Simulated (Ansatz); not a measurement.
Computed with Ansatz on PBE0-D4/def2-TZVP structures; ΔE is electronic, products minus reactants. CCSD(T)/CBS adds triple-zeta CCSD(T) − MP2 to the extrapolated MP2 energy (def2 sets, frozen cores). DFT in def2-TZVPP. Elements past krypton have def2 core potentials. For Te, Zn outer-core shells are correlated without core-valence functions, which leaves a few kJ/mol of doubt a bond. Scalar relativity is left out up to krypton. One conformer a species, not always the lowest.

`B[TeH]` + `O[SiH2][Zn][SiH3]` → `[BH2][Zn][SiH3]` + `O[SiH2][TeH]`  (redistribution)

`B[TeH]`:

Z-matrix (Å, degrees):
```
B
Te 1 2.099
H 1 1.189 2 120.6
H 1 1.191 2 116.2 3 -180.0
H 2 1.659 1 96.2 3 -0.0
```

`O[SiH2][Zn][SiH3]`:

Cartesian coordinates in Å:
```
O -2.619 1.283 0.978
Si -1.121 0.879 1.583
Zn 0.366 -0.081 -0.061
Si 1.835 -1.031 -1.705
H -3.140 0.576 0.598
H -1.272 -0.026 2.768
H -0.583 2.163 2.110
H 1.104 -1.438 -2.941
H 2.531 -2.250 -1.199
H 2.899 -0.075 -2.131
```

`[BH2][Zn][SiH3]`:

Cartesian coordinates in Å:
```
B 0.089 0.611 -2.481
Zn 0.015 0.109 -0.453
Si -0.068 -0.461 1.872
H -0.898 0.787 -3.141
H 1.122 0.746 -3.076
H 0.783 0.437 2.709
H -1.449 -0.375 2.434
H 0.406 -1.853 2.136
```

`O[SiH2][TeH]`:

Cartesian coordinates in Å:
```
O 0.258 1.533 0.638
Si 0.384 0.274 -0.411
Te 0.153 -1.961 0.683
H -0.445 1.496 1.289
H -0.650 0.327 -1.474
H 1.746 0.369 -0.979
H -1.446 -2.036 0.255
```

CCSD(T)/CBS gives +11.2 kcal/mol.

Task: Another level gave +14.1 kcal/mol. Which?
A. ωB97M-V/def2-TZVPP
B. r2SCAN/def2-TZVPP
C. HF/def2-TZVPP
D. PBE-D4/def2-TZVPP

Result: D. PBE-D4 14.1, r2SCAN 12.8, HF/def2-TZVPP 8.7, ωB97M-V 10.5 kcal/mol.

Largest T1 diagnostic among the species: 0.015.

From PBE to PBE0 (25 % exact exchange), in def2-TZVPP and without D4, ΔE moves by −1.6 kcal/mol. In def2-TZVPP, CCSD(T) changes the Hartree–Fock value by +3.1 kcal/mol (the triples alone add +0.8 kcal/mol) and MP2 by +2.2 kcal/mol.
